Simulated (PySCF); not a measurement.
## From computed data to an observable: chemical shift, span and skew from a shielding tensor

CH5ClF2Si2, SMILES [Si@H]([SiH2]Cl)(F)CF. Atoms are numbered in the order given.

```xyz
11

F     -1.8812    -0.2248    -1.4456
C     -1.9544     0.1218    -0.0917
Si    -0.6038    -0.9239     0.7341
F     -0.4452    -0.4602     2.2949
Si     1.3701    -0.4481    -0.4404
Cl     1.3924     1.6361    -0.6294
H     -2.9736    -0.0809     0.2793
H     -1.7508     1.2010     0.0130
H     -0.9737    -2.3659     0.7162
H      2.6003    -0.8702     0.2837
H      1.3642    -1.0551    -1.7985
```

Geometry: B3LYP-D3(BJ)/def2-SVP. The structure was generated by enumeration; whether it is a known compound was not checked. Other conformers were not sampled.

GIAO shieldings from B3LYP/pcSseg-1 in PySCF, non-relativistic, no solvent. The symmetric part of the tensor of Si3 has the principal values 264.2, 329.3, 390.5 ppm. The same nucleus in TMS has σ = 338.7 ppm at this level (PySCF, at its B3LYP-D3(BJ)/def2-TZVP geometry). Without spin–orbit terms, shifts of atoms bonded to Cl or Br come out too high.

Q: Work out the isotropic shielding, the ²⁹Si shift against TMS, the span and the skew.

A: 
σ(iso) = (σ11 + σ22 + σ33)/3 = 328.0 ppm. δ = σ(ref) − σ(iso) = 338.7 − (328.0) = 10.7 ppm.
Span Ω = σ33 − σ11 = 126.3 ppm. Skew κ = 3(σ(iso) − σ22)/Ω = -0.03. Tumbling in solution averages the tensor to δ; in a static solid the shielding alone would spread this spin-1/2 line over Ω.
